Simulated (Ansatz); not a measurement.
Relaxation of a periodic cell of 30 atoms, H₆C₃O (contents 3 H2CO + 3 C2H4, density as packed 0.67 g/cm³ with natural masses), to a largest force component of 0.3 eV/Å in at most 15 steps.

The calculation used DFT PBE-D3(BJ), scalar-relativistic, plane waves, PAW in Ansatz. Settings: accuracy low, cutoff 420 eV, k mesh 1x1x1, fermi-dirac smearing 0.02 eV, no spin polarisation.

```xyz
30
Lattice="7.5420 0.0000 0.0000 0.0000 7.5420 0.0000 0.0000 0.0000 7.5420" Properties=species:S:1:pos:R:3
O -0.214 7.862 5.635
C 0.651 7.045 5.367
H 1.621 7.338 4.928
H 0.516 5.965 5.549
O 1.533 2.774 2.124
C 1.947 1.929 1.347
H 2.702 1.180 1.642
H 1.590 1.863 0.305
O 6.346 4.676 8.633
C 6.441 4.739 7.419
H 6.728 5.670 6.900
H 6.247 3.869 6.768
C 4.604 1.400 3.841
C 4.667 1.345 2.509
H 4.426 2.333 4.366
H 4.727 0.515 4.455
H 4.543 2.231 1.895
H 4.845 0.412 1.985
C 3.469 5.222 5.077
C 3.852 5.172 3.800
H 4.183 5.365 5.882
H 2.427 5.123 5.364
H 4.894 5.271 3.513
H 3.139 5.030 2.995
C 0.618 2.723 6.096
C 1.255 2.670 4.924
H -0.373 2.302 6.226
H 1.065 3.189 6.968
H 0.808 2.204 4.053
H 2.247 3.091 4.795
```

Question: Where does it end, and by what steps?

Answer: The run converged. The threshold is loose, so the end isn't yet a minimum. The force dipped under the threshold on the way, but the program's further checks kept it going. Limits of this set-up: coarse k mesh, low accuracy level. After 12 steps the energy has fallen by 1.178 eV; H3 moved furthest, 1.30 Å.

```csv
step,energy less start (eV),largest force component (eV/Å),accepted
0,0.0000,1.561,yes
1,-0.2862,2.379,yes
2,-0.3482,2.337,yes
3,-0.6410,1.618,yes
4,-0.8318,0.942,yes
5,-0.9631,0.636,yes
6,-1.0184,0.396,yes
7,-1.0522,0.751,yes
8,-1.0486,0.905,no
9,-1.0891,0.425,yes
10,-1.1172,0.163,yes
11,-1.1358,0.687,yes
12,-1.1783,0.170,yes
```

```xyz
30
Lattice="7.5420 0.0000 0.0000 0.0000 7.5420 0.0000 0.0000 0.0000 7.5420" Properties=species:S:1:pos:R:3
O -0.276 7.033 5.493
C 0.300 6.398 4.636
H 0.979 6.882 3.897
H 0.194 5.290 4.533
O 1.719 3.225 1.761
C 1.911 2.041 1.577
H 2.194 1.345 2.401
H 1.840 1.600 0.553
O 5.856 4.951 8.999
C 5.964 4.836 7.796
H 6.451 5.614 7.160
H 5.560 3.945 7.255
C 5.155 1.544 3.685
C 5.274 1.438 2.361
H 5.159 2.520 4.175
H 5.058 0.667 4.325
H 5.379 2.327 1.736
H 5.283 0.465 1.866
C 3.562 5.521 5.333
C 3.752 5.295 4.032
H 4.243 6.153 5.906
H 2.722 5.087 5.877
H 4.608 5.708 3.498
H 3.068 4.678 3.446
C 0.667 2.735 6.120
C 1.194 2.578 4.905
H -0.282 2.266 6.385
H 1.149 3.345 6.889
H 0.677 1.998 4.138
H 2.146 3.025 4.623
```

The run took 17 s on 1 thread of Intel(R) Xeon(R) 6975P-C (Granite Rapids) (shared host), peak memory 0.48 GiB.
